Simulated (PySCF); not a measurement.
C6H11N3S.
Numbering: `[CH3:1][CH2:2][n:3]1[n:4][c:5]([CH3:6])[c:7]([S:8][CH3:9])[n:10]1`

Structure used (GFN2-xTB), in Å, numbered top down from 1:
```
atom  x, y, z in Å
C1    -2.8415   -0.8175    0.8900
C2    -2.1527   -0.8499   -0.4717
N3    -0.9078   -0.1404   -0.4349
N4    -0.8167    1.1475   -0.6744
C5     0.4600    1.4542   -0.5013
C6     1.0272    2.8109   -0.6787
C7     1.1219    0.2612   -0.1370
S8     2.8137    0.0456    0.2069
C9     2.8148   -1.7351    0.5503
N10    0.2279   -0.7207   -0.1035
H11   -2.2120   -1.2924    1.6385
H12   -3.0278    0.2110    1.1896
H13   -3.7888   -1.3472    0.8400
H14   -1.9367   -1.8791   -0.7665
H15   -2.7782   -0.3702   -1.2273
H16    0.2354    3.5034   -0.9481
H17    1.5045    3.1410    0.2429
H18    1.7843    2.8010   -1.4618
H19    2.1685   -1.9322    1.3993
H20    2.4548   -2.2638   -0.3263
H21    3.8403   -2.0104    0.7736
```

NICS is the negative of the GIAO shielding at a point without a nucleus: at the ring centre (0) and 1 Å above and below it (1); zz is the component along the ring normal. Level: GIAO PBE0/pcSseg-1 (PySCF, non-relativistic, gas phase) on the GFN2-xTB geometry, one conformer.

Ring bond lengths (Å), with Mayer bond orders in brackets: N3–N4 1.313 (1.23), N4–C5 1.324 (1.49), C5–C7 1.412 (1.28), C7–N10 1.328 (1.42), N10–N3 1.318 (1.21).

Question: Give the NICS values of each ring in ppm.

Answer: 
```tsv
ring	type	NICS(0)	NICS(1), two faces	NICS(1)zz, two faces	rms pucker (Å)	centre to ring atoms, mean (Å)
N3–N4–C5–C7–N10	5-membered ring with 3 N; formal bonds all aromatic	-11.6	-12.3 / -12.3	-28.4 / -29.4	0.00	1.14
```

Question: What can be read from them?

Answer: 
- N3–N4–C5–C7–N10: mean NICS(1)zz -28.9 ppm, shielded. The ring is flat and has no four-coordinate atom; by the NICS criterion it is aromatic.

Question: What does the geometric index give? HOMA = 1 − mean of α(R − Ropt)² over the ring bonds, with Krygowski's 1993 parameters (CC: Ropt 1.388 Å, α 257.7 Å⁻²; CN: Ropt 1.334 Å, α 93.52 Å⁻²; NN: Ropt 1.309 Å, α 130.33 Å⁻²).

Answer: 
- N3–N4–C5–C7–N10: HOMA 0.97; the largest term is that of C5–C7, α(R − Ropt)² = 0.15. The geometric and the magnetic index point the same way.

Question: What is the mean of the two in-plane components of NICS at the second NICS(1) probe listed for ring N3–N4–C5–C7–N10, 1 Å off the ring?

Answer: The isotropic value is a third of the trace: (3 × -12.3 − (-29.4))/2 = -3.8 ppm.

Question: Give the inner angles of the rings and the Hirshfeld charges of the ring atoms.

Answer: 
- N3–N4–C5–C7–N10: N3 114.7° (+0.090 e), N4 105.7° (-0.135 e), C5 106.9° (+0.015 e), C7 108.4° (-0.015 e), N10 104.4° (-0.137 e); sum 540.0° against 540° for a flat convex ring.

Question: What are the shieldings of the ring atoms and their hydrogens in the same run (means over atoms taken as equivalent)?

Answer: 
```csv
atoms,environment,σ isotropic (ppm)
N3,pyrrole-type nitrogen,-5.3
N4,pyridine-type nitrogen,-94.3
C5,substituted aromatic carbon,43.4
C7,substituted aromatic carbon,37.5
N10,pyridine-type nitrogen,-79.6
```

Cost: about 2.7 min of CPU time on one thread (with the writing of density and orbital grids); the machine was shared, so the figure is rough. This is the whole shielding run at PBE0/pcSseg-1, SCF included.
